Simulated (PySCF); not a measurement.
**input.py for CsN**

The script input.py:

```python
from pyscf import gto, dft

mol = gto.M(
    atom='Cs 0 0 0; N 0 0 2.86',
    basis='def2-tzvpp',
    ecp={'Cs': 'def2-tzvpp'},
    charge=0,
    spin=2,
    symmetry=True,
    verbose=4,
)
mf = dft.UKS(mol, xc='bp86')
mf.kernel()
mf.mulliken_pop()
mf.dip_moment()
print('orbital energies (hartree):', [e[max(0, n-3):n+3].round(4) for e, n in zip(mf.mo_energy, mol.nelec)])
```

```bash
$ python input.py
```

It prints (some set-up lines and the per-cycle HOMO/LUMO lines with their warnings removed):

```
PySCF version 2.14.0

[INPUT] Symbol           X                Y                Z      unit          X                Y                Z       unit  Magmom
[INPUT]  1 Cs     0.000000000000   0.000000000000   0.000000000000 AA    0.000000000000   0.000000000000   0.000000000000 Bohr   0.0
[INPUT]  2 N      0.000000000000   0.000000000000   2.860000000000 AA    0.000000000000   0.000000000000   5.404616716256 Bohr   0.0

nuclear repulsion = 11.656700799986
point group symmetry = Coov
symmetry origin: [0.         0.         0.61019866]
symmetry axis x: [1. 0. 0.]
symmetry axis y: [0. 1. 0.]
symmetry axis z: [0. 0. 1.]
num. orbitals of irrep A1 = 23
num. orbitals of irrep E1x = 13
num. orbitals of irrep E1y = 13
num. orbitals of irrep E2x = 7
num. orbitals of irrep E2y = 7
num. orbitals of irrep E3x = 2
num. orbitals of irrep E3y = 2
number of shells = 23
number of NR pGTOs = 93
number of NR cGTOs = 67
basis = def2-tzvpp
ecp = {'Cs': 'def2-tzvpp'}

******** <class 'pyscf.dft.uks_symm.SymAdaptedUKS'> ********
method = SymAdaptedUKS
initial guess = minao
damping factor = 0
level_shift factor = 0
DIIS = <class 'pyscf.scf.diis.CDIIS'>
SCF conv_tol = 1e-09
SCF max_cycles = 50
number electrons alpha = 9  beta = 7
XC functionals = bp86

grids dens level: 3
Freeze 0 electrons in irreps []
    16 free electrons in irreps A1 E1x E1y E2x E2y E3x E3y
tot grids = 37616
init E= -71.4259132544702

cycle= 1 E= -74.781895992347  delta_E= -3.36  |g|= 0.238  |ddm|= 1.45
cycle= 2 E= -73.8395322100482  delta_E= 0.942  |g|= 0.873  |ddm|= 1.66
cycle= 3 E= -74.8070126961657  delta_E= -0.967  |g|= 0.182  |ddm|= 1.53
cycle= 4 E= -74.8312443219657  delta_E= -0.0242  |g|= 0.0429  |ddm|= 0.304
cycle= 5 E= -74.8323779884671  delta_E= -0.00113  |g|= 0.0495  |ddm|= 0.332
cycle= 6 E= -74.8336036440053  delta_E= -0.00123  |g|= 0.0333  |ddm|= 0.0514
cycle= 7 E= -74.8341914881982  delta_E= -0.000588  |g|= 0.0199  |ddm|= 0.0312
cycle= 8 E= -74.8345011284005  delta_E= -0.00031  |g|= 0.00249  |ddm|= 0.0374
cycle= 9 E= -74.8345060429382  delta_E= -4.91e-06  |g|= 0.00128  |ddm|= 0.0104
cycle= 10 E= -74.8345074055409  delta_E= -1.36e-06  |g|= 3.49e-05  |ddm|= 0.00282
cycle= 11 E= -74.8345074058434  delta_E= -3.03e-10  |g|= 3.19e-05  |ddm|= 0.000144
cycle= 12 E= -74.8345074067188  delta_E= -8.75e-10  |g|= 3.54e-06  |ddm|= 8.8e-05
Extra cycle  E= -74.834507406503  delta_E= 2.16e-10  |g|= 1.7e-05  |ddm|= 4.77e-05
converged SCF energy = -74.834507406503  <S^2> = 2.0681729  2S+1 = 3.0451094
 ** Mulliken pop       alpha | beta **
pop of  0 Cs 5s       -0.16493 | -0.16829
pop of  0 Cs 6s        0.82893 | 0.83945
pop of  0 Cs 7s        0.33882 | 0.33612
pop of  0 Cs 8s        0.04284 | 0.17415
pop of  0 Cs 9s       -0.00934 | -0.02611
pop of  0 Cs 5px       0.89744 | 0.89556
pop of  0 Cs 5py       0.89744 | 0.89556
pop of  0 Cs 5pz       0.90046 | 0.89378
pop of  0 Cs 6px       0.10341 | 0.10355
pop of  0 Cs 6py       0.10341 | 0.10355
pop of  0 Cs 6pz       0.09479 | 0.10079
pop of  0 Cs 7px       0.00454 | 0.00040
[55 lines left out]
In total             9.00000 | 7.00000
 ** Mulliken atomic charges   ( Nelec_alpha | Nelec_beta ) **
charge of  0Cs =      0.59372  (     4.15229      4.25399 )
charge of  1N =     -0.59372  (     4.84771      2.74601 )
Dipole moment(X, Y, Z, Debye):  0.00000,  0.00000, -7.17119
orbital energies (hartree): [array([-0.168 , -0.168 , -0.1276, -0.0556, -0.0125, -0.0125]), array([-0.4921, -0.4439, -0.0901, -0.0576, -0.0569, -0.0569])]
```

In short: E(SCF) = -74.834507 Eh, 12 cycles, ⟨S²⟩ = 2.068, μz(SCF) = -7.17 D.

Wall time 2.9 s on one thread of a shared host.

The bond length is a typed value, not an optimised one. No search for the lowest solution was made.
